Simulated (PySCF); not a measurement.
## BCl3: PBE0 against B3LYP

Base calculation in PySCF with density fitting and no spin–orbit coupling, PBE0/def2-TZVP (no relativity): singlet, D3h, B–Cl 1.737 Å (×3); wavenumbers 254 (×2), 455, 479, 969 (×2) cm⁻¹; gap between the highest occupied and lowest empty levels 7.40 eV, polar-tensor charge of B 1.30 e, atomisation energy (no zero-point energy) 1380 kJ/mol.

Q: What changes on going to B3LYP/def2-TZVP (no relativity)?

A: The point group stays the same. Changes: mean bond to B +0.009 Å, highest wavenumber -32 cm⁻¹, lowest wavenumber -1 cm⁻¹, gap between the highest occupied and lowest empty levels -0.49 eV, polar-tensor charge of B 0.00 e, atomisation energy (no zero-point energy) -64 kJ/mol. The new structure has B–Cl 1.746 Å (×3), with wavenumbers 253 (×2), 454, 468, 937 (×2) cm⁻¹.

Each species is the lowest minimum found with this bonding; other isomers or fragments can lie lower.
